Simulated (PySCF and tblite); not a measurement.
The numbers below are computed, except where a source is named.
C₄H₉Br, numbered as in [CH3:1][CH2:2][CH2:3][CH2:4][Br:5].

Conformers came from 90 starts (ETKDG and KDG, MMFF94s, GFN2-xTB); geometries are GFN2-xTB. Energies: B3LYP-D3(BJ)/def2-SVP (IEF-PCM, chloroform), with GFN2-xTB thermal terms (modes under about 100 cm⁻¹ blended into free rotors). Symmetry numbers and mirror images are counted. Conformers within 3 kcal/mol (GFN2-xTB free energy) were kept, 10 at most. Run with PySCF (density fitting) and tblite.

An NOE distance is ⟨r⁻⁶⟩^(−1/6) over all pairs of like atoms and, for the average, over conformers.

Torsions listed: C1–C2–C3–C4, C2–C3–C4–Br5. Of a mirror pair one member is shown.

```json
{"conformer": "1", "shape": "179°, 66°", "weight %": "40.0"}
{"conformer": "2", "shape": "-65°, -63°", "weight %": "28.9"}
{"conformer": "3", "shape": "180°, 180°", "weight %": "18.3"}
{"conformer": "4", "shape": "66°, 176°", "weight %": "12.1"}
```

Not shown: 1 more, 0.7 % in all.

(1) Which H–H contacts under 3.5 Å would NOEs report (pairs on one atom left out) at 298.15 K?

## Answers

(1) 
| pair | in 1 (Å) | in 2 (Å) | in 3 (Å) | in 4 (Å) | average (Å) |
| --- | --- | --- | --- | --- | --- |
| H1 ··· H2 | 2.60 | 2.60 | 2.60 | 2.60 | 2.60 |
| H3 ··· H4 | 2.58 | 2.56 | 2.69 | 2.69 | 2.60 |
| H2 ··· H3 | 2.68 | 2.55 | 2.68 | 2.55 | 2.62 |
| H1 ··· H3 | 2.90 | 3.16 | 2.89 | 3.17 | 2.99 |
| H2 ··· H4 | 2.98 | 3.57 | 2.75 | 3.01 | 3.02 |
| H1 ··· H4 | 4.80 | 2.95 | 4.64 | 2.94 | 3.37 |

Longer pairs under the limit may be missing.
